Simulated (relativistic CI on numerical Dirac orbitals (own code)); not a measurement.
# Energy levels of Co XVIII

Method of calculation: Dirac-Coulomb-Breit CI, orbitals from a KLI potential per configuration, model QED (radiative potential, 1s self-energy scaled to tabulated hydrogen-like ionisation energies), unscaled Slater integrals (own radial code, finite nucleus).

CI space (outside the closed core 1s2): 2s²2p⁶, 2s²2p⁵3s, 2s²2p⁵3p, 2s²2p⁵3d, 2s2p⁶3s, 2s2p⁶3p, 2s2p⁶3d, 2s²2p⁵4s, 2s²2p⁵4p, 2s²2p⁵4d, 2s²2p⁵4f, 2s²2p⁴3s², 2s2p⁶4s, 2s2p⁶4p, 2s²2p⁴3s3p, 2s2p⁶4d. Levels of other configurations are missing.

```tsv
No.	Configuration	Term	J	E (Ry)	%	Next component (%)	Lifetime (s)
1	2s²2p⁶	¹S	0	0.0000	100		
2	2s²2p⁵3s	³P°	2	58.8055	100		3.16e-06
3	2s²2p⁵3s	¹P°	1	58.9610	55	44 ³P°	8.15e-13
4	2s²2p⁵3s	³P°	0	59.9092	100		3.71e-05
5	2s²2p⁵3s	³P°	1	60.0049	55	44 ¹P°	9.73e-13
6	2s²2p⁵3p	³S	1	61.1765	79	19 ³P	2.59e-10
7	2s²2p⁵3p	³D	2	61.4464	58	30 ¹D	1.62e-10
8	2s²2p⁵3p	³D	3	61.5988	100		1.41e-10
9	2s²2p⁵3p	¹P	1	61.6846	52	24 ³D	1.52e-10
10	2s²2p⁵3p	³P	2	61.8327	68	32 ¹D	1.07e-10
11	2s²2p⁵3p	³P	0	62.3036	93	7 ¹S	9.68e-11
12	2s²2p⁵3p	³D	1	62.5053	68	31 ¹P	1.89e-10
13	2s²2p⁵3p	³P	1	62.7827	62	17 ¹P	1.24e-10
14	2s²2p⁵3p	³D	2	62.8183	42	38 ¹D	1.20e-10
15	2s²2p⁵3p	¹S	0	63.9204	93	7 ³P	3.26e-11
16	2s²2p⁵3d	³P°	0	64.7619	99		7.92e-11
17	2s²2p⁵3d	³P°	1	64.8425	91	8 ³D°	7.98e-12
18	2s²2p⁵3d	³P°	2	64.9953	71	20 ³D°	8.11e-11
19	2s²2p⁵3d	³F°	4	65.0027	100		8.35e-11
20	2s²2p⁵3d	³F°	3	65.0635	65	29 ¹F°	7.09e-11
21	2s²2p⁵3d	¹D°	2	65.2023	42	34 ³F°	6.81e-11
22	2s²2p⁵3d	³D°	3	65.2914	64	34 ¹F°	7.41e-11
23	2s²2p⁵3d	³D°	1	65.6907	73	21 ¹P°	1.23e-13
24	2s²2p⁵3d	³F°	2	66.1599	65	27 ¹D°	6.89e-11
25	2s²2p⁵3d	³D°	2	66.2230	48	28 ³P°	7.60e-11
26	2s²2p⁵3d	¹F°	3	66.2749	37	34 ³F°	7.79e-11
27	2s²2p⁵3d	¹P°	1	66.8684	77	19 ³D°	3.31e-14
28	2s2p⁶3s	³S	1	69.4635	99	1 2s²2p⁵3p ³S	5.80e-12
29	2s2p⁶3s	¹S	0	69.9679	100		8.46e-12
30	2s2p⁶3p	³P°	0	72.0200	99		6.28e-12
```

Energies count from the lowest computed level; ° marks odd parity; lifetimes are radiative, by E1, M1, E2, M2 decay to levels of this space only.

The mean weight of the leading LS term, summed over parents, in these 30 levels is 75 %, and that of the leading jj configuration (from the same eigenvectors) 90 %, so jj coupling describes them better and the LS labels are nominal.

At this charge energies of transitions that change n are usually good to better than 1 %, and those within a shell (Δn = 0) to a few per cent.

LS names give the leading component of a level, which can be under half, so a name can repeat, a term be missing and a line seem to break the LS rules.
